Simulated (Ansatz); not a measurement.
Species: PbBr, charge 0, multiplicity 2. 
Coordinates optimised at B3LYP-D3(BJ)/def2-TZVP (Ansatz, a quantum-chemistry and plane-wave program):
```
Pb
Br 1 2.6381
```
Charge 0, spin multiplicity 2.

Basis-set convergence of Hartree-Fock and CCSD correlation energies (hartree) with Ansatz. Correlated levels leave the core frozen unless marked. Open shells are spin-unrestricted. No spin-orbit coupling. Frozen are the shells of the preceding noble gas and the d and f shells that filled before the atom's block. Past Kr the def2 sets carry scalar-relativistic core potentials.

```tsv
basis	functions	E(HF)	E(corr, CCSD)
def2-SVP	58	-2763.99210	-0.17773
def2-TZVPP	98	-2764.31385	-0.23341
def2-QZVPP	171	-2764.36444	-0.25450
```

Extrapolating the two largest sets (X = 3 and 4) as X^-3: E(corr) = (64·(-0.25450) - 27·(-0.23341))/37 = -0.2699 Eh, an estimate of the basis-set limit. The largest set recovers 94.3 % of it, the smallest 65.9 %.
